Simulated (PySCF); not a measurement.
# Field gradients at the hydrogen positions

Species: C7H13FO2.
Cartesian coordinates in Å at the GFN2-xTB level; atoms count from 1:
```
atom  x, y, z in Å
C1     3.1990   -0.2021   -0.3924
C2     1.9348    0.1811    0.3563
O3     0.8136   -0.1918   -0.4454
C4    -0.4030   -0.0640    0.1618
O5    -0.5822   -0.7607    1.3317
C6    -0.3508   -2.1595    1.2383
C7    -1.3583    0.7234   -0.3369
C8    -1.1537    1.5790   -1.5493
C9    -2.7211    0.7723    0.2859
F10   -3.6815    0.3365   -0.6085
H11    4.0714    0.0854    0.1875
H12    3.2259    0.3033   -1.3537
H13    3.2232   -1.2745   -0.5673
H14    1.9029    1.2657    0.5305
H15    1.8916   -0.3225    1.3297
H16   -0.3059   -2.5283    2.2612
H17    0.5866   -2.3798    0.7225
H18   -1.1730   -2.6463    0.7051
H19   -1.2761    2.6311   -1.2910
H20   -1.8995    1.3301   -2.3028
H21   -0.1633    1.4213   -1.9639
H22   -2.7861    0.1270    1.1648
H23   -2.9993    1.8001    0.5460
```

Level: PBE0/pcSseg-1 (PySCF, non-relativistic); Q(2H) = 0.00286 b; rigid geometry, the same for H and D, with no vibrational averaging.

Question: Rank these positions by the coupling χzz of a deuteron there, largest first.
A. H11 (methyl hydrogen)
B. H20 (methyl hydrogen)
C. H14 (methylene hydrogen)
D. H18 (methyl hydrogen)

Answer: A (213 kHz), B (209 kHz), D (197 kHz), C (190 kHz).

Question: Give the electric field gradient Vzz (the principal value of largest size), its asymmetry and the 2H coupling at each hydrogen.

Answer: 
| atom | bonded to | bond length (Å) | Vzz (au) | η | χzz (kHz) |
| --- | --- | --- | --- | --- | --- |
| H11 | C1 | 1.086 | 0.3170 | 0.03 | 213 |
| H12 | C1 | 1.086 | 0.3154 | 0.02 | 212 |
| H13 | C1 | 1.087 | 0.3154 | 0.03 | 212 |
| H14 | C2 | 1.099 | 0.2828 | 0.07 | 190 |
| H15 | C2 | 1.097 | 0.2849 | 0.08 | 191 |
| H16 | C6 | 1.088 | 0.3055 | 0.07 | 205 |
| H17 | C6 | 1.092 | 0.2952 | 0.09 | 198 |
| H18 | C6 | 1.094 | 0.2928 | 0.08 | 197 |
| H19 | C8 | 1.090 | 0.3112 | 0.03 | 209 |
| H20 | C8 | 1.089 | 0.3104 | 0.02 | 209 |
| H21 | C8 | 1.085 | 0.3159 | 0.01 | 212 |
| H22 | C9 | 1.092 | 0.2894 | 0.07 | 194 |
| H23 | C9 | 1.096 | 0.2875 | 0.06 | 193 |

Question: How does χzz go with the bond length over the 13 C–H bonds?

Answer: A straight-line fit has a slope of -18.8 kHz for each 0.01 Å, with a correlation coefficient of -0.95, over lengths from 1.085 to 1.099 Å. The longer bonds have the smaller couplings here.

The structure is a single GFN2-xTB conformer in the gas phase; no vibrational or solvent corrections. GFN2-xTB bond lengths can be off by several hundredths of an ångström, more for odd bonds, and the gradients follow them. The small basis limits the accuracy of the gradients.
